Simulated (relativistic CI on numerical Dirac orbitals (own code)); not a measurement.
Pt LXIV: q coefficients and field-shift factors

These numbers are calculated, not measured: Dirac-Coulomb-Breit CI, orbitals from a KLI potential per configuration, derivatives by finite differences, unscaled Slater integrals, QED left out (own radial code, finite nucleus).

CI space (outside the closed core [Ne]): 3s2.3p3, 3s2.3p2.3d, 3s.3p4, 3s2.3p.3d2, 3p5, 3s.3p3.3d, 3p3.3d2, 3s.3p2.3d2. Levels of other configurations are missing.

With x = (α/α₀)² − 1 an excitation energy changes as ω = ω₀ + qx; K = 2q/ω₀ is the relative enhancement. Terms are leading LS components, so labels can repeat. The field-shift factor is F = δν/δ⟨r²⟩ for the transition from the lowest level.

Lowest level 3s2.3p3 2P°_3/2.

```csv
Level,ω₀ (cm⁻¹),q (cm⁻¹),K,F (GHz/fm²)
3s2.3p2.3d 2D_3/2,2009769,123100,0.123,36
3s2.3p2.3d 2D_5/2,2965073,1.011e+06,0.682,33
3s2.3p3 4S°_3/2,3569719,4.624e+06,2.59,-842
3s2.3p3 2D°_5/2,3672107,4.617e+06,2.51,-848
3s2.3p3 2P°_1/2,3806308,4.63e+06,2.43,-844
3s.3p4 4P_5/2,5150692,5.028e+06,1.95,-10900
3s.3p4 2P_3/2,5400786,4.933e+06,1.83,-7280
3s.3p4 2S_1/2,5423596,5.023e+06,1.85,-9840
3s2.3p2.3d 4F_5/2,5547044,4.729e+06,1.71,-845
3s2.3p2.3d 4D_1/2,5575198,4.745e+06,1.7,-930
3s2.3p2.3d 4F_3/2,5585470,4.776e+06,1.71,-2060
3s2.3p2.3d 2G_7/2,5655291,4.726e+06,1.67,-787
3s2.3p2.3d 2D_5/2,5922894,4.786e+06,1.62,-1220
```

At this charge energies of transitions that change n are usually good to better than 1 %, and those within a shell (Δn = 0) to a few per cent.
